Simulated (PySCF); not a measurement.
C8H5N5, SMILES C1=CN=C2N=CC=C3N=CN=C1N23.

The structure is a stationary point at PBE-D3(BJ)/def2-SVP.

Calculation: PBE-D3(BJ)/def2-SVP run with PySCF.

Frequencies are harmonic and unscaled.

Computed harmonic wavenumbers and intensities:
```tsv
mode	ν (cm⁻¹)	IR (km/mol)	moving atoms (share of kinetic energy)
1	102	0.0	N 62 %, C 30 %
2	135	2.9	C 63 %, N 23 %, H 13 %
3	197	0.0	N 64 %, C 30 %
4	236	0.2	C 46 %, N 38 %, H 16 %
5	440	18.4	N 55 %, C 26 %, H 19 %
6	453	1.6	C 48 %, N 43 %, H 9 %
7	463	1.7	C 51 %, H 29 %, N 20 %
8	478	1.0	C 56 %, N 40 %
9	479	0.0	C 50 %, N 48 %
10	481	0.0	N 42 %, C 36 %, H 21 %
11	505	14.9	C 61 %, N 30 %, H 10 %
12	577	6.6	N 53 %, C 42 %
13	652	0.0	C 65 %, N 30 %
14	694	0.0	C 66 %, H 24 %, N 10 %
15	731	4.0	C 68 %, N 22 %, H 10 %
16	800	2.8	C 73 %, N 18 %, H 9 %
17	805	18.7	H 64 %, C 21 %, N 14 %
18	810	3.2	N 50 %, C 42 %
19	812	0.0	H 63 %, C 35 %
20	840	40.6	C 62 %, N 28 %, H 10 %
21	847	26.7	N 50 %, C 41 %, H 8 %
22	961	0.0	H 68 %, C 32 %
23	965	0.2	H 65 %, C 34 %
24	973	2.7	H 66 %, C 32 %
25	1028	0.4	H 40 %, C 39 %, N 21 %
26	1041	24.4	N 86 %, C 10 %
27	1067	3.4	H 62 %, C 19 %, N 19 %
28	1096	2.5	N 47 %, H 34 %, C 19 %
29	1129	2.9	C 54 %, N 31 %, H 15 %
30	1183	0.4	C 54 %, N 42 %
31	1217	1.7	C 60 %, N 25 %, H 15 %
32	1237	73.1	C 56 %, N 25 %, H 19 %
33	1262	2.8	H 68 %, C 28 %
34	1304	94.1	H 42 %, C 38 %, N 20 %
35	1315	0.0	C 57 %, H 34 %, N 9 %
36	1384	0.1	H 40 %, N 35 %, C 24 %
37	1397	0.6	H 51 %, C 38 %, N 12 %
38	1492	24.7	C 71 %, H 21 %, N 8 %
39	1492	42.6	C 53 %, N 43 %
40	1579	42.0	C 79 %, N 15 %
41	1584	52.6	C 64 %, N 30 %
42	1642	826.4	C 65 %, N 34 %
43	1648	648.6	C 84 %, N 13 %
44	3080	34.2	H 92 %, C 8 %
45	3081	39.2	H 92 %, C 8 %
46	3081	1.3	H 92 %, C 8 %
47	3177	0.0	H 91 %, C 9 %
48	3177	1.9	H 91 %, C 9 %
```
